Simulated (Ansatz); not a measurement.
System: TiN, charge 0, multiplicity 2. SMILES: [Ti]#[N]

Atoms: Ti1, N2. Bonds: Ti1-N2.

Bond lengths (Å) and angles (degrees) optimised at HF/STO-3G with Ansatz (a first-principles code); B3LYP/LANL2DZ with Ansatz; B3LYP/6-31G* with LANL2DZ past Ar with Ansatz; MP2/6-31G* with LANL2DZ past Ar with Ansatz, each started from the B3LYP-D3(BJ)/def2-TZVP structure (Ansatz) of the last column. A row stands for all coordinates that are equal there. 6-31G* holds six Cartesian d functions.

```tsv
coordinate	HF/STO-3G	B3LYP/LANL2DZ	B3LYP/6-31G* with LANL2DZ past Ar	MP2/6-31G* with LANL2DZ past Ar	B3LYP-D3(BJ)/def2-TZVP
Ti1-N2	1.649	1.591	1.572	1.466	1.557
```

Mean signed difference of all 1 bond lengths from B3LYP-D3(BJ)/def2-TZVP: HF/STO-3G 0.092 Å, B3LYP/LANL2DZ 0.034 Å, B3LYP/6-31G* with LANL2DZ past Ar 0.016 Å, MP2/6-31G* with LANL2DZ past Ar -0.091 Å.
